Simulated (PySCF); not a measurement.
## Zn²⁷⁺: ionisation energy

Zn²⁷⁺ [He] 2s1 (2S) → Zn²⁸⁺ 1s2 (1S), as a difference of total energies. Calculation: PySCF 2.14, in an uncontracted even-tempered set (17 s from 7.6 bohr⁻², ratio 2.2; 8 p from 12 bohr⁻², ratio 2.4; 6 d from 35 bohr⁻², ratio 2.4; 5 f from 53 bohr⁻², ratio 2.4; 4 g from 79 bohr⁻², ratio 2.4); the non-relativistic Hamiltonian (point nucleus). Correlated levels: nothing frozen; virtual orbitals above 40 to 60 times the deepest correlated orbital energy dropped. The calculations carry no spin-orbit coupling.

| method | ionisation energy (eV) |
| --- | --- |
| UHF | 2743.2 |
| LDA | 2740.1 |
| PBE | 2745.7 |
| PBE0 | 2745.2 |
| r2SCAN | 2741.8 |
| TPSSh | 2745.1 |
| r2SCANh | 2742.0 |
| MP2 (all electrons) | 2743.4 |
| SCS-MP2 (all electrons) | 2743.4 |

These non-relativistic numbers lack the scalar-relativistic shift.

For comparison: 2782.0 eV (theoretical estimate listed by NIST; NIST Atomic Spectra Database, ionization energies).
